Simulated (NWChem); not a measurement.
Molecule: SF3, doublet; SMILES F[S](F)F

Task: Give the equilibrium geometry at PBE0/def2-SVP, spin-unrestricted (NWChem) as an XYZ file, with the point group.

Result: point group Cs; any orientation.
```
4

F     -1.6496     0.1718     0.3011
S      0.0000    -0.0914     0.3531
F      1.6495     0.1718     0.3011
F      0.0000    -0.0234    -1.2413
```
